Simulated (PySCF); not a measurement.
## Ionisation energy of Ni by level of theory

Ni [Ar] 3d8 4s2 (3F) → Ni⁺ [Ar] 3d9 (2D), as a difference of total energies. Computed with PySCF 2.14 in cc-pVDZ-DK (6s5p3d1f, 43 functions), with scalar relativity by spin-free X2C-1e. Correlated levels: valence: [Ar] frozen. The calculations carry no spin-orbit coupling.

| method | ionisation energy (eV) |
| --- | --- |
| UHF | 8.182 |
| PBE0 | 7.864 |
| MP2 (valence) | 6.941 |
| SCS-MP2 (valence) | 7.181 |

Task: How much does correlation contribute at MP2 (valence)?

Result: 6.941 − (8.182) = -1.241 eV, measured against UHF.

The reference lies between the lowest fine-structure levels, while these numbers refer to the centres of the terms.

Errors of the correlated levels include the incompleteness of this basis and the frozen core.

MP2 underrates the near-degeneracy of ns² with np² in the lower species.

For comparison: 7.640 eV (measured; NIST Atomic Spectra Database, ionization energies).
